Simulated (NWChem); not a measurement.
CH7NSi; SMILES N([SiH3])C

All runs: NWChem. All runs use the structure optimised with PBE0/def2-SVP. Level: PBE0/def2-SVPD; rows give the wavelength of the field.

```
field    isotropic polarisability (bohr³)  anisotropy (bohr³)
-------  --------------------------------  ------------------
static                               50.9                11.3
1065 nm                              51.4                11.5
589 nm                                [?]                11.9
```

**Question.** What belongs in the gaps?

**Answer.** 
- 589 nm, isotropic polarisability (bohr³): 52.4
